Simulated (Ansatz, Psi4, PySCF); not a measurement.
CH3 (SMILES [CH3-]), charge -1, singlet, geometry from GFN2-xTB (in this run its highest filled SCF level lies above zero, so its values depend strongly on the basis, on diffuse functions most of all). Base run: PySCF with BHANDHLYP/def2-TZVP.

Geometry (Å):
```xyz
4

C      0.0944     0.0984     0.1007
H     -0.6272    -0.6214     0.6246
H      0.6640    -0.6085    -0.5988
H     -0.6034     0.6393    -0.6301
```
Charge -1, spin multiplicity 1.
All else is at PySCF's defaults.

The same geometry, method and basis name were run in Ansatz (a quantum-chemistry and plane-wave program) and Psi4 and PySCF, at each program's defaults and at the settings that a row names. The base is PySCF at its defaults. Differences at the defaults can come from grids, fitting, cores and function types together.

| code and settings | ΔE vs base (mEh) | basis functions | E (Eh) | SCF cycles |
|---|---|---|---|---|
| PySCF, defaults (exact integrals, its default grid, spherical functions) | 0.000 | 49 | -39.80386 | 9 |
| Psi4, defaults (density fitting with its default set, its default grid, spherical functions) | -0.015 | 49 | -39.80387 | 7 |
| Ansatz, defaults (factorised integrals, its default grid, spherical functions) | 0.003 | 49 | -39.80385 | - |
| PySCF, density fitting with def2-universal-jkfit | -0.018 | 49 | -39.80387 | 9 |
| PySCF, fine grid | 0.003 | 49 | -39.80385 | 9 |
| Psi4, exact integrals, spherical functions, fine grid | 0.003 | 49 | -39.80385 | 10 |
| Ansatz, high accuracy | 0.003 | 49 | -39.80385 | - |
